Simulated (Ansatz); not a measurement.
AlCl3H5NSi (`[SiH3][NH2+][Al-]([Cl])([Cl])[Cl]`), relaxed with RKS PBE-D4/def2-SVP in Ansatz 0.2.0 from a rough embedded geometry. The force threshold is 0.03 eV/Å; the program also tests the step.

Charge 0, multiplicity 1.

Start:

```xyz
11

Si   -0.497    1.156   -1.002
N    -0.800   -0.103    0.248
Al    0.829   -1.026    0.754
Cl    1.650   -2.016   -0.923
Cl    0.307   -2.532    2.306
Cl    2.260    0.437    1.628
H    -1.699    1.819   -1.363
H     0.122    0.479   -2.145
H     0.524    2.159   -0.441
H    -1.223    0.395    1.083
H    -1.472   -0.769   -0.144
```

(1) How much energy does the relaxation release, and in how many steps? (Best estimate.)

(2) Which bonds change most? (Best estimate.)

(3) Give the relaxed structure. (Best estimate.)

Results:

(1) The calculation gave: 60.21 kJ/mol, in 14 steps.

(2) Computed: Al3–Cl6 from 2.225 to 2.135 Å; Al3–Cl5 from 2.224 to 2.136 Å; Si1–H7 from 1.419 to 1.503 Å; N2–Al3 from 1.939 to 2.019 Å.

(3) Ansatz gave: 
```xyz
11

Si   -0.544    0.926   -1.257
N    -0.570    0.166    0.420
Al    0.968   -1.041    0.930
Cl    2.182   -1.022   -0.831
Cl   -0.076   -2.862    1.325
Cl    1.745    0.006    2.621
H    -1.787    1.765   -1.355
H    -0.582   -0.193   -2.241
H     0.676    1.781   -1.327
H    -0.597    0.888    1.160
H    -1.415   -0.415    0.556
```
